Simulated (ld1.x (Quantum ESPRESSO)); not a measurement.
## osmium (Os) PAW: all-electron and pseudo phase curves

* Element: osmium
* Generator: ld1.x (Quantum ESPRESSO) 7.5
* Type: PAW
* Functional: LDA (PZ)
* Relativity: fully relativistic
* Frozen core: [Kr] 4d10 4f14
* Valence charge: 16
* Reference configuration: 5s2 5p6 5d5 6s0 6p0 (charge +3)
* Partial waves: 5s (bound): rcut 1.80, rcutus 1.95 bohr; 6s (bound, empty): rcut 1.80, rcutus 1.95 bohr; 5p (bound): rcut 1.50, rcutus 1.80 bohr; 6p (bound, empty): rcut 1.50, rcutus 1.80 bohr; 5d (bound): rcut 1.70, rcutus 2.05 bohr; 5d channel at -1.55 Ry: rcut 1.70, rcutus 2.05 bohr; 5f channel at -0.1 Ry: rcut 1.65, rcutus 2.00 bohr; 5f channel at 2.7 Ry: rcut 1.65, rcutus 2.00 bohr
* Local potential: all-electron potential smoothed inside 1.35 bohr (lloc = -2)
* Core correction: a·sin(br)/r model core, default radius (ld1.x builds one for every PAW set, though the input has nlcc=.false.)
* Augmentation charge: BESSEL, radius 1.65 bohr

Open shells are filled in proportion to 2j + 1 (rel_dist='average').

The phase is arctan(r·u′/u) with u = r·R(r), unwrapped; energies in Ry, scanned from -11 to 5 Ry. A pole is an energy at which the radial function vanishes at the test radius. The pseudo phase is shifted by a multiple of π to meet the all-electron one at the reference energy, and phase errors are pseudo minus all-electron; the curves can meet again beyond the range given. Levels narrower than the energy grid can be missing from the lists of poles.

```tsv
channel	radius (bohr)	reference energy (Ry)	poles, all-electron	poles, pseudo	unbroken range about the reference energy with phases within 0.05 rad	phase error 1 Ry above the reference energy (rad)
s	2.25	-2.26	-8.93, 1.68	-8.93, 1.53	below 3.8	-0.001
p1/2	2.25	-1.73	-6.53, 3.27	-6.53, 3.56	the whole range	+0.004
p3/2	2.25	-1.60	-5.51, 4.26	-5.51, 4.39	the whole range	+0.002
d3/2	2.25	-2.65	-1.85	-1.85	-2.8 to 1.5	+0.000
d5/2	2.25	-2.56	-1.68	-1.68	the whole range	-0.000
```

The ghost test of this file was not conclusive.

Phases in the s channel:

| E (Ry) | all-electron | pseudo |
| --- | --- | --- |
| -11.00 | 1.401 | 1.401 |
| -10.76 | 1.396 | 1.396 |
| -10.52 | 1.392 | 1.392 |
| -10.28 | 1.386 | 1.386 |
| -10.04 | 1.379 | 1.379 |
| -9.80 | 1.369 | 1.369 |
| -9.56 | 1.352 | 1.352 |
| -9.32 | 1.312 | 1.312 |
| -9.08 | 0.797 | 0.797 |
| -8.84 | -1.657 | -1.657 |
| -8.60 | -1.716 | -1.716 |
| -8.36 | -1.737 | -1.737 |
| -8.12 | -1.750 | -1.750 |
| -7.88 | -1.760 | -1.760 |
| -7.64 | -1.768 | -1.768 |
| -7.40 | -1.776 | -1.777 |
| -7.16 | -1.785 | -1.785 |
| -6.92 | -1.793 | -1.794 |
| -6.68 | -1.802 | -1.802 |
| -6.44 | -1.812 | -1.812 |
| -6.20 | -1.822 | -1.822 |
| -5.96 | -1.833 | -1.834 |
| -5.72 | -1.846 | -1.847 |
| -5.48 | -1.860 | -1.861 |
| -5.24 | -1.877 | -1.877 |
| -5.00 | -1.895 | -1.895 |
| -4.76 | -1.917 | -1.917 |
| -4.52 | -1.942 | -1.943 |
| -4.28 | -1.973 | -1.974 |
| -4.04 | -2.011 | -2.012 |
| -3.80 | -2.059 | -2.059 |
| -3.56 | -2.120 | -2.121 |
| -3.32 | -2.203 | -2.203 |
| -3.08 | -2.317 | -2.317 |
| -2.84 | -2.480 | -2.480 |
| -2.60 | -2.717 | -2.717 |
| -2.36 | -3.044 | -3.044 |
| -2.12 | -3.422 | -3.423 |
| -1.88 | -3.761 | -3.762 |
| -1.64 | -4.012 | -4.013 |
| -1.40 | -4.185 | -4.186 |
| -1.16 | -4.305 | -4.306 |
| -0.92 | -4.392 | -4.394 |
| -0.68 | -4.457 | -4.459 |
| -0.44 | -4.507 | -4.509 |
| -0.20 | -4.547 | -4.550 |
| 0.04 | -4.580 | -4.583 |
| 0.28 | -4.607 | -4.611 |
| 0.52 | -4.631 | -4.635 |
| 0.76 | -4.651 | -4.657 |
| 1.00 | -4.670 | -4.676 |
| 1.24 | -4.686 | -4.693 |
| 1.48 | -4.701 | -4.709 |
| 1.72 | -4.715 | -4.724 |
| 1.96 | -4.728 | -4.739 |
| 2.20 | -4.740 | -4.753 |
| 2.44 | -4.752 | -4.768 |
| 2.68 | -4.764 | -4.782 |
| 2.92 | -4.775 | -4.798 |
| 3.16 | -4.787 | -4.814 |
| 3.40 | -4.798 | -4.833 |
| 3.64 | -4.810 | -4.854 |
| 3.88 | -4.822 | -4.879 |
| 4.12 | -4.835 | -4.910 |
| 4.36 | -4.849 | -4.951 |
| 4.60 | -4.864 | -5.009 |
| 4.84 | -4.880 | -5.101 |
